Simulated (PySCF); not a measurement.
# How methods differ on the ionisation energy of Fe¹⁵⁺

Fe¹⁵⁺ [Ne] 3s1 [3s1/2^1, M_J = 1/2] → Fe¹⁶⁺ [Ne], as a difference of total energies. Computed with PySCF 2.14 in an uncontracted even-tempered set (19 s from 1.3 bohr⁻², ratio 2.4; 13 p from 1.7 bohr⁻², ratio 2.4; 5 d from 5.9 bohr⁻², ratio 2.6; 4 f from 8.9 bohr⁻², ratio 2.6), with the two-component X2C-1e Hamiltonian. Correlated levels: 1s2 frozen; the 52 highest virtual spinors dropped. "Screened" scales the spin-orbit matrix elements by Boettger's factors to mimic the two-electron term; Breit and QED terms are absent.

```tsv
method	ionisation energy (eV)	difference from reference (eV)
GHF (screened spin-orbit)	488.69	-0.62
GMP2 (screened spin-orbit)	489.28	-0.03
```

Reference: 489.31 eV (semi-empirical (NIST evaluation); NIST Atomic Spectra Database, ionization energies).
